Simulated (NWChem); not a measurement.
Correlation energy of In (+1)

```xyz
1

In     0.0000     0.0000     0.0000
```
Charge +1, spin multiplicity 1.

Everything below was run with NWChem.

Basis set: def2-TZVP. Each correlation energy counts from its own Hartree-Fock reference.

```json
[
 {"method": "MP2", "correlation energy (mHa)": "-240.3", "difference from CCSD(T)": "+1.2"},
 {"method": "SCS-MP2", "correlation energy (mHa)": "-217.0", "difference from CCSD(T)": "+24.5"},
 {"method": "CR-CCSD[T]", "correlation energy (mHa)": "-241.4", "difference from CCSD(T)": "+0.2"},
 {"method": "CR-CCSD(T)", "correlation energy (mHa)": "-240.8", "difference from CCSD(T)": "+0.8"},
 {"method": "CCSD", "correlation energy (mHa)": "-235.9", "difference from CCSD(T)": "+5.6"},
 {"method": "CCSD+T(CCSD)", "correlation energy (mHa)": "-242.2", "difference from CCSD(T)": "-0.7"},
 {"method": "CCSD(T)", "correlation energy (mHa)": "-241.5", "difference from CCSD(T)": "0.0"}
]
```

The values span 25.2 mHa, from CCSD+T(CCSD) (lowest) to SCS-MP2 (highest). 

Effective core potentials replace the inner electrons of In; spin-orbit coupling is left out. The correlated methods keep 4 core orbitals frozen. Coupled-cluster values serve here as a point of comparison, not as the truth.
